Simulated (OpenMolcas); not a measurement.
## 4s² 4p along the 31-electron sequence

```yaml
Program: OpenMolcas
Method: MS-CASPT2, IPEA 0.25 Eh, imaginary shift 0.1 Eh
Basis: ANO-RCC-VTZP
Scalar_Hamiltonian: DKH2, point nucleus
Spin-orbit_coupling: state interaction with AMFI integrals over the reference wave functions, term energies averaged over their components
```

Active space for each ion: 3 electrons in 4 orbitals (4s 4p); closed shells correlated by CASPT2: 3d.

Computed levels in cm-1 above ²P°_1/2:

```
                                Level  As2+  Se3+  Br4+  Kr5+
                              ²P°_3/2  2620  3920  5540  7370
weight of ²P° in the lowest level (%)   100   100   100   100
```

Measured, with the error of the calculation in %. Measured levels: As2+, Se3+, Br4+ from Moore, Atomic Energy Levels, vol. II, NSRDS-NBS 35 (1971 reprint of NBS Circular 467, 1952); Kr5+ from Saloman, J. Phys. Chem. Ref. Data 36, 215 (2007).

| Level | As2+ | Se3+ | Br4+ | Kr5+ |
| --- | --- | --- | --- | --- |
| ²P°_3/2 | 2940 (-10.8) | 4376 (-10.5) | 6090 (-9.1) | 8110 (-9.1) |

The fine-structure level ²P°_3/2 changes by a factor of 2.81 from As2+ to Kr5+. Its fourth root runs 7.15, 7.91, 8.63, 9.27, with steps per unit of Z of 0.76, 0.71, 0.64; equal steps would mean a (Z - σ)^4 law with constant σ.

Over all roots computed the reference weight is 0.89 to 0.99 in As2+, 0.90 to 0.99 in Se3+, 0.90 to 0.99 in Br4+, 0.91 to 0.99 in Kr5+; the roots of lowest weight are the least certain, and an intruder state may touch them. Computed and measured levels are paired by configuration, term and J; levels that our copy of the source lacks, or whose pairing is in doubt (as where it misses far off the trend of its configuration), stay unpaired and out of the deviations. Levels of configurations outside the active space are missing.

° marks odd parity.
